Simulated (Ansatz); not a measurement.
Geometry optimisation, Ansatz 0.2.0, RKS PBE0-D4/def2-SVP.

Input file:

```yaml
crystal:
  periodic: [false, false, false]
  atoms:
    - { symbol: B, position_ang: [-0.5708, -1.2771, 0.8192] }
    - { symbol: Cl, position_ang: [-1.6955, -0.3334, -0.7749] }
    - { symbol: F, position_ang: [-0.1945, -2.472, 0.4374] }
    - { symbol: F, position_ang: [-1.1708, -1.1071, 1.9782] }
    - { symbol: Si, position_ang: [0.3775, 1.0328, -1.0056] }
    - { symbol: O, position_ang: [0.7349, -0.1338, 0.6607] }
    - { symbol: H, position_ang: [1.7021, 1.63, -0.7176] }
    - { symbol: H, position_ang: [0.5915, 0.1802, -2.1597] }
    - { symbol: H, position_ang: [-0.5639, 2.1024, -0.7052] }
    - { symbol: H, position_ang: [0.7896, 0.378, 1.4674] }
basis:
  gaussian: { orbitals: def2-SVP }
hamiltonian:
  xc: pbe0
  dispersion: d4
relax:
  f_tol: 0.15
  max_steps: 25
  restrain:
    - { distance: [0, 5], at: 2.8, k: 30.0 }
    - { distance: [4, 1], at: 3.43, k: 30.0 }
    - { distance: [0, 1], at: 1.86, k: 30.0 }
    - { distance: [4, 5], at: 1.77, k: 30.0 }
```

Command:

```bash
$ ansatz run input.yaml --threads 2 --pin off --max-ram 3072MiB --backend cpu --events-out ev --progress --plain --runs-dir out
```

Problem. Where does it end, and by what steps?

Solution. It converged. The restraints hold the end off the free minimum. After 8 steps the energy has fallen by 0.836 eV (the restraints' own energy left out); B1 moved furthest, 0.67 Å.

```json
{"step": "0", "energy less start (eV)": "0.0000", "largest force component (eV/Å)": "2.549", "accepted": "yes"}
{"step": "1", "energy less start (eV)": "0.1829", "largest force component (eV/Å)": "2.572", "accepted": "yes"}
{"step": "2", "energy less start (eV)": "0.2698", "largest force component (eV/Å)": "4.116", "accepted": "yes"}
{"step": "3", "energy less start (eV)": "-0.2271", "largest force component (eV/Å)": "2.328", "accepted": "yes"}
{"step": "4", "energy less start (eV)": "-0.6665", "largest force component (eV/Å)": "1.124", "accepted": "yes"}
{"step": "5", "energy less start (eV)": "-0.6296", "largest force component (eV/Å)": "2.187", "accepted": "yes"}
{"step": "6", "energy less start (eV)": "-0.8242", "largest force component (eV/Å)": "0.994", "accepted": "yes"}
{"step": "7", "energy less start (eV)": "-0.8321", "largest force component (eV/Å)": "1.068", "accepted": "yes"}
{"step": "8", "energy less start (eV)": "-0.8364", "largest force component (eV/Å)": "0.987", "accepted": "yes"}
```

```xyz
10
Properties=species:S:1:pos:R:3
B -1.126 -1.643 0.755
Cl -2.021 -0.796 -0.580
F -0.450 -2.727 0.490
F -1.253 -1.215 1.986
Si 0.767 1.190 -0.847
O 0.987 0.162 0.527
H 1.954 2.086 -0.992
H 0.664 0.291 -2.022
H -0.451 2.039 -0.693
H 0.928 0.613 1.375
```

Run time: 24 s on 2 threads of Intel(R) Xeon(R) Platinum 8488C (Sapphire Rapids) (shared host), peak memory 0.28 GiB.
